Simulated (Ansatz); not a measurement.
The cluster Cd₃F₄⁺, relaxed as a doublet with UKS r2SCAN-D4/def2-SVP in Ansatz, starting from the GFN1-xTB geometry. Force threshold 0.02 eV/Å.

In the def2 sets Cd takes a core potential; there is no spin–orbit coupling. The structure comes from a short search, and lower isomers may exist.

Start:

Cartesian coordinates in Å:
```
Cd 0.361 -1.529 0.940
Cd 0.798 1.341 0.681
Cd -0.720 0.499 -1.328
F -1.476 1.934 -2.209
F -0.506 -1.430 -0.806
F 2.053 -0.641 0.743
F -0.509 -0.174 1.980
```

```json
{"step": "1", "energy (eV)": "-24545.0963", "largest force component (eV/Å)": "4.652", "SCF passes": "22"}
{"step": "2", "energy (eV)": "-24546.3358", "largest force component (eV/Å)": "1.241", "SCF passes": "30"}
{"step": "3", "energy (eV)": "-24546.5630", "largest force component (eV/Å)": "0.541", "SCF passes": "29"}
{"step": "4", "energy (eV)": "-24546.6658", "largest force component (eV/Å)": "0.487", "SCF passes": "28"}
{"step": "5", "energy (eV)": "-24546.8064", "largest force component (eV/Å)": "0.301", "SCF passes": "23"}
{"step": "6", "energy (eV)": "-24546.9507", "largest force component (eV/Å)": "0.380", "SCF passes": "23"}
{"step": "7", "energy (eV)": "-24547.0813", "largest force component (eV/Å)": "0.461", "SCF passes": "22"}
{"step": "8", "energy (eV)": "-24547.1629", "largest force component (eV/Å)": "0.464", "SCF passes": "27"}
{"step": "9", "energy (eV)": "-24547.2181", "largest force component (eV/Å)": "0.449", "SCF passes": "23"}
{"step": "10", "energy (eV)": "-24547.3000", "largest force component (eV/Å)": "0.364", "SCF passes": "23"}
{"step": "11", "energy (eV)": "-24547.3631", "largest force component (eV/Å)": "0.356", "SCF passes": "23"}
{"step": "12", "energy (eV)": "-24547.4030", "largest force component (eV/Å)": "0.316", "SCF passes": "22"}
{"step": "13", "energy (eV)": "-24547.4492", "largest force component (eV/Å)": "0.385", "SCF passes": "21"}
{"step": "14", "energy (eV)": "-24547.4828", "largest force component (eV/Å)": "0.119", "SCF passes": "21"}
{"step": "15", "energy (eV)": "-24547.4924", "largest force component (eV/Å)": "0.072", "SCF passes": "21"}
{"step": "16", "energy (eV)": "-24547.4935", "largest force component (eV/Å)": "0.005", "SCF passes": "21"}
{"step": "17", "energy (eV)": "-24547.4935", "largest force component (eV/Å)": "0.019", "SCF passes": "22"}
```

Force components are those of the run's own axes.

End:

```csv
atom,x (Å),y (Å),z (Å)
Cd1,0.662,-1.553,0.554
Cd2,1.719,1.424,1.767
Cd3,-1.383,0.320,-1.329
F4,-2.386,1.690,-2.231
F5,-0.786,-1.674,-0.872
F6,1.973,-0.810,1.883
F7,0.201,0.602,0.228
```

Bonds lost: Cd2–Cd3 (atoms count from 1). Bonds formed: Cd3–F7 (atoms count from 1).

The force fell under the threshold at step 16, but the optimiser went on. No frequencies were taken in this run, so the end may be a saddle point.

Hardware: 4 threads of Arm Neoverse V1 on a shared host. Wall time 99 s.
